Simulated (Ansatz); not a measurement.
Consider the redistribution: `B[TeH]` + `C[SiH](C)CO` → `B[SiH](C)C` + `OC[TeH]`.

Gas-phase electronic energies from Ansatz, PBE0-D4/def2-TZVP geometries. CBS: MP2 limit from def2 TZ/QZ plus the TZ coupled-cluster correction, frozen cores. Functionals use def2-TZVPP. def2 core potentials past Kr. For Te outer-core shells are correlated without core-valence functions, which leaves a few kJ/mol of doubt a bond. Each species was taken in one conformer, which may not be the lowest.

`B[TeH]`:

Z-matrix (Å, degrees):
```
B
Te 1 2.099
H 1 1.189 2 120.6
H 1 1.191 2 116.2 3 -180.0
H 2 1.659 1 96.2 3 -0.0
```

`C[SiH](C)CO`:

Z-matrix (Å, degrees):
```
C
Si 1 1.876
H 1 1.094 2 111.7
H 1 1.093 2 110.7 3 -119.1
H 1 1.094 2 111.3 3 121.2
C 2 1.873 1 111.0 3 177.8
C 2 1.894 1 108.9 3 -61.3
H 2 1.491 1 108.7 3 57.1
H 6 1.093 2 111.2 1 179.5
H 6 1.093 2 111.0 1 -60.6
H 6 1.093 2 111.1 1 59.3
O 7 1.425 2 113.5 1 53.1
H 7 1.094 2 109.5 1 171.4
H 7 1.101 2 110.3 1 -72.4
H 12 0.960 7 108.3 2 -57.1
```

`B[SiH](C)C`:

Cartesian coordinates in Å:
```
B -0.579 -0.032 -1.969
Si -0.061 0.411 -0.079
C -1.231 -0.295 1.210
C 1.718 -0.027 0.338
H 0.226 -0.044 -2.856
H -1.720 -0.228 -2.281
H -0.193 1.908 -0.066
H -1.184 -1.387 1.223
H -0.975 0.062 2.211
H -2.263 -0.007 0.999
H 2.407 0.418 -0.383
H 1.867 -1.110 0.320
H 1.988 0.332 1.334
```

`OC[TeH]`:

Z-matrix (Å, degrees):
```
C
Te 1 2.178
O 1 1.388 2 115.2
H 1 1.088 2 105.4 3 -118.4
H 1 1.093 2 105.3 3 126.2
H 2 1.658 1 93.0 3 -98.8
H 3 0.961 1 109.1 2 58.2
```

```json
{"level": "PBE-D4", "ΔE (kcal/mol)": "28.0"}
{"level": "PBE0-D4", "ΔE (kcal/mol)": "28.7"}
```

(1) What does CCSD(T)/CBS give? (Estimate.)

Largest T1 diagnostic among the species: 0.015.

## Answers

(1) The calculation gave: +29.0 kcal/mol. The listed levels differ from it by -1.0, -0.3 kcal/mol.

In def2-TZVPP, CCSD(T) changes the Hartree–Fock value by +2.2 kcal/mol (the triples alone add +0.5 kcal/mol) and MP2 by +3.4 kcal/mol.
